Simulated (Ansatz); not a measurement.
```yaml
crystal:
  periodic: [false, false, false]
  atoms:
    - {symbol: C, position_ang: [-0.515710, -0.667038, 4.350351]}
    - {symbol: Si, position_ang: [1.174608, -1.649646, 1.407321]}
    - {symbol: N, position_ang: [0.174577, -0.119209, -1.284689]}
    - {symbol: C, position_ang: [-2.342079, -0.662634, -2.250523]}
    - {symbol: Ge, position_ang: [1.803100, 2.581282, -2.739441]}
    - {symbol: H, position_ang: [-2.549392, -0.989547, 4.181314]}
    - {symbol: H, position_ang: [0.161307, -1.753299, 5.973387]}
    - {symbol: H, position_ang: [-0.216324, 1.337398, 4.747554]}
    - {symbol: H, position_ang: [3.924161, -1.130627, 1.683661]}
    - {symbol: H, position_ang: [0.757157, -4.418337, 1.058008]}
    - {symbol: H, position_ang: [-2.371878, -0.645076, -4.321455]}
    - {symbol: H, position_ang: [-3.772787, 0.688457, -1.592628]}
    - {symbol: H, position_ang: [-2.953957, -2.550128, -1.661650]}
    - {symbol: H, position_ang: [4.474842, 2.734172, -1.629055]}
    - {symbol: H, position_ang: [0.346287, 5.056995, -2.219777]}
    - {symbol: H, position_ang: [1.862244, 2.144716, -5.618663]}
basis:
  gaussian: {orbitals: "6-31G*"}
hamiltonian: {xc: {name: CAM-B3LYP}, dispersion: d3bjatm}
accuracy: high
output: {forces: true}
```

```sh
$ ansatz run in.yaml --threads 4 --pin off --events-out ev --progress --plain --max-ram 11315MiB
```

Output, abridged:

```
Functional definition: CAM-B3LYP
2475 factors; integrals over basis functions are off by at most 7.2e-8 eV
843 factors; integrals over basis functions are off by at most 3.0e-9 eV
mean field evaluation 1: about -68044.3087 eV, gradient 9.6e1 eV
mean field evaluation 2: about -67853.9688 eV, gradient 9.8e1 eV
mean field evaluation 4: about -67828.1082 eV, gradient 2.0e2 eV
mean field evaluation 8: about -68075.0303 eV, gradient 3.2e0 eV
mean field evaluation 16: about -68075.3866 eV, gradient 1.4e0 eV
mean field evaluation 32: about -68075.2359 eV, gradient 2.4e0 eV
mean field -68075.39577330 eV, -2501.7246515082 hartree, gradient 4.2e-8 eV, S^2 0.000000; 6 other end points of the search recorded, 0 dependent functions left out
reference -68075.39581644 eV, -2501.7246530938 hartree; 38, 38 occupied and 83, 83 virtual orbitals, 2475 factors
Total energy: -68075.65242267 eV, -2501.7340831987 hartree
Atom 0 at    -0.515710    -0.667038     4.350351 Å, force    -1.282001     0.720300     2.085104 eV/Å
Atom 1 at     1.174608    -1.649646     1.407321 Å, force     1.044821    -1.055781    -0.005327 eV/Å
Atom 2 at     0.174577    -0.119209    -1.284689 Å, force    -1.607440    -0.450837    -0.337739 eV/Å
Atom 3 at    -2.342079    -0.662634    -2.250523 Å, force    -1.520990    -0.511164    -0.674478 eV/Å
Atom 4 at     1.803100     2.581282    -2.739441 Å, force     0.503441     0.994688    -0.614217 eV/Å
Atom 5 at    -2.549392    -0.989547     4.181314 Å, force     3.178541     0.527098     0.317551 eV/Å
Atom 6 at     0.161307    -1.753299     5.973387 Å, force    -1.069489     1.699442    -2.495709 eV/Å
Atom 7 at    -0.216324     1.337398     4.747554 Å, force    -0.493437    -3.115277    -0.577652 eV/Å
Atom 8 at     3.924161    -1.130627     1.683661 Å, force    -2.031385    -0.441754    -0.274284 eV/Å
Atom 9 at     0.757157    -4.418337     1.058008 Å, force     0.372401     2.078833     0.225493 eV/Å
Atom 10 at    -2.371878    -0.645076    -4.321455 Å, force     0.170579     0.014999     3.409696 eV/Å
Atom 11 at    -3.772787     0.688457    -1.592628 Å, force     2.420639    -2.125524    -1.007608 eV/Å
Atom 12 at    -2.953957    -2.550128    -1.661650 Å, force     1.112667     3.093830    -0.902407 eV/Å
Atom 13 at     4.474842     2.734172    -1.629055 Å, force    -1.590239    -0.133308    -0.618217 eV/Å
Atom 14 at     0.346287     5.056995    -2.219777 Å, force     0.845409    -1.519004    -0.276750 eV/Å
Atom 15 at     1.862244     2.144716    -5.618663 Å, force    -0.053520     0.223460     1.746545 eV/Å
Dipole moment:    -0.567593    -0.058011    -0.447970 e Å
```

**Question.** Something in this input is off. What?

**Answer.** The coordinates are in bohr but typed as ångström. The calculation finished and met its thresholds. The result belongs to that input, not to the molecule as meant.
